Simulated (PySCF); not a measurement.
LiBr and its ions

RHF; basis Li aug-pcseg-1, Br aug-pcseg-1; no relativity; PySCF 2.14. Neutral (RHF): singlet (closed shell), Re = 2.226 Å, ωe = 544 cm⁻¹, De = 3.40 eV, HOMO -9.59 eV, LUMO -0.49 eV.

LiBr⁻ (UHF): doublet (σ ↑), Re = 2.361 Å, ωe = 411 cm⁻¹. The energies at the minima are -2579.62090 hartree for LiBr and -2579.64331 for LiBr⁻.

(1) Work out the adiabatic electron affinity, without and with harmonic zero-point energies (1 hartree = 27.2114 eV, 1 eV = 8065.5 cm⁻¹), and the change of the bond length.

Spin–orbit coupling is left out. Where the molecule has an RHF reference, its open-shell atoms are computed with UHF. Hartree–Fock leaves out correlation, which carries a large part of most bond energies and some tenths to 1 eV of ionisation energies. States were picked by a PBE0 search and need not be the measured ground states.

Neutral and ion stand on different kinds of reference determinant, which adds to the error of the difference.

Answers

(1) At HF: 0.02241 hartree = 0.610 eV between the minima; the zero-point term (544.0 − 411.0)/2 cm⁻¹ = +0.008 eV makes it 0.618 eV. Re changes by +13.5 pm against the neutral. The electron enters a σ orbital; in so polar a molecule the change of length follows mostly from the change of the ionic charges.
